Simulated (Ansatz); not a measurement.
Total energies of AlSn₂₈H₃₆, a doped nanocrystal cut from the lattice of tin (Al on a surface site) from Ansatz at B3LYP-D4/def2-SVP, gas phase (1 Eh = 27.2114 eV = 2625.5 kJ/mol). The reference geometry is relaxed at PBE-D4/def2-SVP.

Cartesian coordinates in Å:
```
Sn 4.394 2.653 1.831
Sn 2.028 0.187 5.077
Sn -0.198 2.378 1.702
Sn 2.061 4.733 -1.585
Sn 2.349 0.137 -1.461
Sn 0.058 2.141 -4.940
Sn -2.584 -0.147 4.761
Sn 0.098 -2.330 1.656
Sn -4.443 -2.690 1.250
Sn -2.267 -0.014 -1.572
Sn 0.280 -2.481 -4.655
Al -1.494 -4.820 -1.888
Sn 4.289 4.913 0.142
Sn -0.388 0.023 6.531
Sn -0.230 4.676 0.057
Sn -2.519 2.273 3.314
Sn 2.055 2.463 3.404
Sn 4.654 0.404 0.154
Sn 2.207 -2.162 3.530
Sn 0.003 0.042 0.117
Sn -2.362 2.056 -3.502
Sn 2.236 2.392 -3.159
Sn 2.603 -2.156 -3.091
Sn 0.163 -0.259 -6.424
Sn -4.706 -0.274 -0.168
Sn -2.325 -2.421 3.101
Sn 0.279 -4.689 0.099
Sn -4.009 -4.644 -0.756
Sn -2.102 -2.406 -3.069
H 5.793 2.774 2.868
H 3.371 0.285 6.187
H 2.013 6.130 -2.629
H 0.031 3.476 -6.065
H -4.064 -0.230 5.683
H -5.945 -3.079 2.053
H 0.331 -3.969 -5.564
H -1.325 -5.924 -3.048
H 4.161 6.369 1.084
H 5.760 5.024 -0.779
H -0.576 1.417 7.553
H -0.325 -1.368 7.573
H -0.225 6.087 1.075
H -1.690 4.729 -0.884
H -2.443 3.596 4.442
H -3.941 2.509 2.347
H 1.950 3.899 4.392
H 4.926 -1.051 1.061
H 6.021 0.623 -0.901
H 3.745 -2.269 2.728
H 2.087 -3.535 4.592
H -2.698 3.571 -2.721
H -3.685 1.719 -4.581
H 3.700 2.468 -4.108
H 3.932 -1.902 -4.186
H 2.963 -3.575 -2.161
H 1.570 -0.323 -7.449
H -1.232 -0.394 -7.452
H -5.007 1.114 0.831
H -5.984 -0.366 -1.343
H -2.333 -3.828 4.136
H -0.017 -5.908 1.307
H 1.960 -4.862 -0.309
H -4.231 -6.240 -0.066
H -5.296 -4.450 -1.915
H -3.424 -2.498 -4.207
```

```json
{"state": "charge 0 doublet", "geometry": "reference", "energy (Eh)": "-6267.25823"}
{"state": "charge 1 singlet", "geometry": "reference", "energy (Eh)": "-6267.00361"}
{"state": "charge -1 singlet", "geometry": "reference", "energy (Eh)": "-6267.39697"}
{"state": "free Sn atom (triplet)", "geometry": "–", "energy (Eh)": "-214.32235"}
{"state": "free Al atom (doublet)", "geometry": "–", "energy (Eh)": "-242.30157"}
{"state": "free H atom (doublet)", "geometry": "–", "energy (Eh)": "-0.50126"}
```

In the def2 sets Sn takes a core potential; there is no spin–orbit coupling. B3LYP takes the VWN-RPA correlation. Single mean-field runs in def2-SVP are fitted with def2-universal-jkfit.

Other spin states of the ions weren't run at this level and may lie lower.

Problem. Work out the vertical ionisation energy to the singlet.

Solution. E(charge 1 singlet) − E(charge 0 doublet) = -6267.00361 − (-6267.25823) = 0.25462 Eh = 6.93 eV. For comparison, −ε of the highest occupied level of the spin that leaves is 5.91 eV at this level, 1.02 eV less.

Problem. Work out the vertical electron affinity, to the singlet.

Solution. E(charge 0 doublet) − E(charge -1 singlet) = -6267.25823 − (-6267.39697) = 0.13874 Eh = 3.78 eV. The basis lacks diffuse functions, which makes affinities too small.

Problem. Give the fundamental gap IE − EA, the Mulliken electronegativity (IE + EA)/2 and the hardness (IE − EA)/2.

Solution. From the values in Eh: IE − EA = 0.25462 − 0.13874 = 0.11588 Eh = 3.15 eV; (IE + EA)/2 = 5.35 eV; (IE − EA)/2 = 1.58 eV.

Problem. What is the binding energy per atom against free atoms?

Solution. Atoms: 28 × (-214.32235) + 1 × (-242.30157) + 36 × (-0.50126) = -6261.37273 Eh. Binding: -6261.37273 − (-6267.25823) = 5.88550 Eh = 160.15 eV, or 2.46 eV for each of 65 atoms (no zero-point energy, no counterpoise term).
